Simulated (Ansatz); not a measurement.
Results of the Gaussian-basis code of Ansatz.

A structure relaxed at PBE0-D4/def2-TZVP, charge 0, multiplicity 1:

Cartesian coordinates in Å:
```
C -1.287 1.812 0.285
C -0.518 0.539 -0.051
B 0.751 0.270 0.825
S 1.807 -1.140 0.671
C 1.094 -2.130 -0.663
H -2.158 1.946 -0.362
H -0.653 2.695 0.174
H -1.640 1.797 1.319
H -1.182 -0.335 0.019
H -0.211 0.550 -1.107
H 1.114 1.022 1.686
H 1.723 -3.010 -0.791
H 1.077 -1.566 -1.596
H 0.083 -2.449 -0.410
```

(1) Give its formula and SMILES.

(2) Point group (tolerance 0.08 Å, 0.16 Å for H)?

(3) Summarise the bond lengths by kind.

Results:

(1) C3H9BS, `CCBSC`.

(2) Cs.

(3) 1 × C–C 1.524 Å; 8 × C–H 1.089 to 1.100 Å; 1 × B–C 1.566 Å; 1 × B–S 1.769 Å; 1 × B–H 1.199 Å; 1 × C–S 1.808 Å.
